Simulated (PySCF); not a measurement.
Telling isomers of C$_{2}$H$_{10}$FNSi$_{4}$ apart by NMR

PySCF 2.14.0 with density-fitted response routines calculation with structure optimised with GFN2-xTB and shieldings: GIAO PBE0/pcSseg-1; non-relativistic Hamiltonian, equivalent nuclei averaged, one conformer, isolated molecule.

δ = σ(ref) − σ, references computed at the same level: TMS for ¹H (σref 31.72), ¹³C (σref 186.93). Splittings of carbon signals by F and P are missing where no couplings were computed. Where no couplings were computed, multiplicities follow the n + 1 count of equivalent neighbours, and m marks all less simple cases (inequivalent or close neighbours, rings, F or P nearby). Shifts are as computed. Against solution values, carbons near 30 ppm lie about +3 ppm off and those near 130 ppm about +5 ppm. Of 1211 compounds with measured shifts, 218 miss one by over three times the rms of a fit or turn the order of signals round; such compounds aren't used in these exercises.

(1) Tabulate the signals of `F[Si@H](C#C[SiH3])N([SiH3])[SiH3]`, `F[SiH2]C#C[SiH2]N([SiH3])[SiH3]` and their relative energies.

(2) What is the quickest way to tell F[Si@H](C#C[SiH3])N([SiH3])[SiH3] from F[SiH2]C#C[SiH2]N([SiH3])[SiH3]?

## Answers

(1) 
```tsv
SMILES	carbon types	δC	δH	E rel. (kcal/mol)
F[Si@H](C#C[SiH3])N([SiH3])[SiH3]	2×C	118.7, 109.7	4.91 (m, 1H), 4.80 (s, 6H), 4.26 (s, 3H)	0.0
F[SiH2]C#C[SiH2]N([SiH3])[SiH3]	2×C	118.6, 117.7	5.19 (m, 2H), 5.10 (s, 2H), 4.88 (s, 6H)	6.3
```

Energies are electronic energies at PBE0/pcSseg-1 on these geometries, without zero-point or thermal terms, each for the one conformer computed, which needn't be the lowest.

(2) Both give the same number of carbon signals, with the same numbers of each carbon type, so the positions decide. The first has an alkyne carbon (C) at 109.7 ppm, the second an alkyne carbon (C) at 117.7 ppm. Their most deshielded carbons lie at 118.7 and 118.6 ppm.
